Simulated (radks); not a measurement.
The lithium anion Li- inside a hard spherical wall (all orbitals vanish at R), configuration held at [He] 2s2 and not refilled when levels cross. Calculated with a radial shooting solver on a logarithmic mesh with Libxc functionals: scalar-relativistic Kohn-Sham, PBE, spin-polarised, spherical densities, finite nucleus; Fermi nuclear charge, rms radius 2.444 fm. Eigenvalues in eV for spin up, with the zero of energy where the potential of the charges vanishes at infinity; a dash marks a level that is unbound or too diffuse for the functional's potential to be trusted. A positive occupied level is held by the wall or, in an anion where self-interaction has pushed it up, behind a barrier. The pressure on the wall is -dE/dV.

R (bohr)  E (hartree)  kinetic (hartree)    e(1s)   e(2s)  e(2p, empty)  e(3s, empty)  pressure (GPa)
20           -7.48131              7.428  -46.907   0.935         1.863         2.031        0.000842
15           -7.47940              7.435  -46.623   1.117         2.289         3.030         0.00882
8            -7.43264              7.576  -43.785   2.958         4.865        10.244           0.945
7            -7.39712              7.667  -42.498   3.931         6.071        13.807            2.28
5            -7.18926              8.130  -37.794   8.457        11.123        29.819            18.9
4            -6.86480              8.790  -33.211  14.469        16.969        49.910            73.2
3.5          -6.53672              9.430  -29.739  20.154        21.954        67.887             162
2            -2.48636             16.444   -6.365  83.897        66.348        241.16            4110
